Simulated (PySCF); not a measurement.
F2In, multiplicity 2. Atoms are numbered in the order given.

```xyz
3

In     0.0000     0.0000     0.2753
F      0.0000    -1.6669    -0.7495
F      0.0000     1.6669    -0.7495
```
Charge 0, spin multiplicity 2.

The structure is a stationary point at PBE0-D3(BJ)/def2-TZVP. The multiplicity is an assumed one; other spin states were not compared. The isomer is the one that the SMILES or the coordinates give; other isomers of the formula were not compared. The def2 effective core potentials stand for the cores of In; spin–orbit coupling is left out.

Method: PySCF with PBE/def2-TZVPD.

Mulliken values depend strongly on the basis, most of all with diffuse functions as here. ESP charges are fitted to the potential on shells at 1.4 to 2.0 van der Waals radii. Atomic charges (e):

```
atom  ESP fit  Mulliken  Mulliken spin
----  -------  --------  -------------
In1         ?      0.91           0.76
F2          ?     -0.45           0.12
F3          ?     -0.45           0.12
```

**Question.** What belongs in the gaps? (An estimate is asked for; the answer gives what the named calculation found.)

**Answer.** 
- In1, ESP fit: 0.69
- F2, ESP fit: -0.34
- F3, ESP fit: -0.34
